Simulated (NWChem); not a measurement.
System: CH6N cation; SMILES C[NH3+]

The following NWChem deck was run.

```
start job
memory heap 200 mb stack 900 mb global 1100 mb
charge 1
geometry units angstroms noautosym nocenter noautoz
  C      0.000000     0.000000     0.814573
  N      0.000000     0.000000    -0.702497
  H     -1.016838     0.195558     1.154755
  H      0.677777     0.782828     1.154755
  H      0.339061    -0.978386     1.154755
  H     -0.625345    -0.723642    -1.080310
  H      0.939365    -0.179744    -1.080310
  H     -0.314020     0.903386    -1.080310
end
basis spherical
  * library def2-svp
end
dft
  xc xpbe96 cpbe96
  iterations 150
end
cosmo
  do_cosmo_smd true
  solvent water
end
task dft energy
```

Output (shortened):

```
             Northwest Computational Chemistry Package (NWChem) 7.3.0
             --------------------------------------------------------

                             Geometry "geometry" -> ""
                             -------------------------

 Output coordinates in angstroms (scale by  1.889725989 to convert to a.u.)

  No.       Tag          Charge          X              Y              Z
 ---- ---------------- ---------- -------------- -------------- --------------
    1 C                    6.0000     0.00000000     0.00000000     0.81457300
    2 N                    7.0000     0.00000000     0.00000000    -0.70249700
    3 H                    1.0000    -1.01683800     0.19555800     1.15475500
    4 H                    1.0000     0.67777700     0.78282800     1.15475500
    5 H                    1.0000     0.33906100    -0.97838600     1.15475500
    6 H                    1.0000    -0.62534500    -0.72364200    -1.08031000
    7 H                    1.0000     0.93936500    -0.17974400    -1.08031000
    8 H                    1.0000    -0.31402000     0.90338600    -1.08031000

 Effective nuclear repulsion energy (a.u.)      47.5806732872

  pbe96 is a nonlocal functional; adding pw91lda local functional.

                                 NWChem DFT Module
                                 -----------------

 Summary of "ao basis" -> "ao basis" (spherical)
 ------------------------------------------------------------------------------
       Tag                 Description            Shells   Functions and Types
 ---------------- ------------------------------  ------  ---------------------
 C                          def2-svp                 6       14   3s2p1d
 N                          def2-svp                 6       14   3s2p1d
 H                          def2-svp                 3        5   2s1p

 in cosmo_initialize ...
 calling solv_data for solv:h2o

 solvent parameters
 solvname_short: h2o
 solvname_long:  water
 dielec:       78.4000
 dielecinf:     1.7769
 aqueous SMD model solvent descriptors
 dielec:       78.4000
 sola:          0.8200

          ---------------
          -cosmo- solvent
          ---------------
 Cosmo: York-Karplus, doi: 10.1021/jp992097l
 dielectric constant -eps-     =  78.40
 screen = (eps-1)/(eps    )    =   0.98724
 surface charge correction     = lagrangian

   van der Waals surface
 --------------------------

[...]

                                COSMO-SMD solvation results
                                ---------------------------

             internal energy in gas <Psi(g)|H|Psi(g)> =       -96.009510956403
         internal energy in solvent <Psi(s)|H|Psi(s)> =       -96.008124844740
                               delta internal energy  =         0.001386111664 (    0.87 kcal/mol)
   total free energy in solvent <Psi(s)|H+V/2|Psi(s)> =       -96.130326208207
 polarization energy contribution <Psi(s)|V/2|Psi(s)> =        -0.122201363467 (  -76.68 kcal/mol)
    total free energy in solvent including G(SMD-CDS) =       -96.125064875928
                       G(SMD-CDS) energy contribution =         0.005261332279 (    3.30 kcal/mol)
     1 M fixed-concentration free energy of solvation =        -0.115553919525 (  -72.51 kcal/mol)

                       DFT Final Molecular Orbital Analysis
                       ------------------------------------

 Vector    7  Occ=2.000000D+00  E=-4.420868D-01
              MO Center= -2.5D-04, -4.6D-05,  2.2D-01, r^2= 1.6D+00
   Bfn.  Coefficient  Atom+Function         Bfn.  Coefficient  Atom+Function
  ----- ------------  ---------------      ----- ------------  ---------------
    20      0.443108  2 N  pz                 6      0.376642  1 C  pz
    23     -0.225099  2 N  pz                29      0.141597  3 H  s
    34      0.141286  4 H  s                 39      0.141451  5 H  s
     9      0.126138  1 C  pz                 2      0.098456  1 C  s
    16     -0.095359  2 N  s                 44      0.094534  6 H  s

 Vector    8  Occ=2.000000D+00  E=-3.671324D-01
              MO Center= -9.9D-02, -1.7D-01,  7.7D-01, r^2= 1.5D+00
   Bfn.  Coefficient  Atom+Function         Bfn.  Coefficient  Atom+Function
  ----- ------------  ---------------      ----- ------------  ---------------
    39      0.324127  5 H  s                  5     -0.319186  1 C  py
     4      0.309909  1 C  px                29     -0.293169  3 H  s
    54      0.149763  8 H  s                 49     -0.135286  7 H  s
     8     -0.124969  1 C  py                19     -0.123527  2 N  py
     7      0.121106  1 C  px                18      0.119834  2 N  px

 Vector    9  Occ=2.000000D+00  E=-3.670562D-01
              MO Center=  9.9D-02,  1.7D-01,  7.7D-01, r^2= 1.5D+00
   Bfn.  Coefficient  Atom+Function         Bfn.  Coefficient  Atom+Function
  ----- ------------  ---------------      ----- ------------  ---------------
    34      0.356412  4 H  s                  4      0.319246  1 C  px
     5      0.309925  1 C  py                29     -0.204928  3 H  s
    44      0.164600  6 H  s                 39     -0.151337  5 H  s
     7      0.124897  1 C  px                18      0.123528  2 N  px
    35      0.123881  4 H  s                  8      0.121226  1 C  py

 Vector   10  Occ=0.000000D+00  E= 8.922124D-03
              MO Center=  4.1D-03,  5.0D-04, -7.1D-01, r^2= 4.1D+00
   Bfn.  Coefficient  Atom+Function         Bfn.  Coefficient  Atom+Function
  ----- ------------  ---------------      ----- ------------  ---------------
    17      1.299994  2 N  s                  3      0.617438  1 C  s
    50     -0.594443  7 H  s                 45     -0.588810  6 H  s
    55     -0.590825  8 H  s                  9      0.425631  1 C  pz
    30     -0.352887  3 H  s                 35     -0.353429  4 H  s
    40     -0.354031  5 H  s                 16      0.337078  2 N  s

[...]
```

Level: PBE/def2-SVP, SMD on the gas-phase geometry. All runs use the structure optimised with B3LYP/6-31G* (spherical d). Solvent: water.
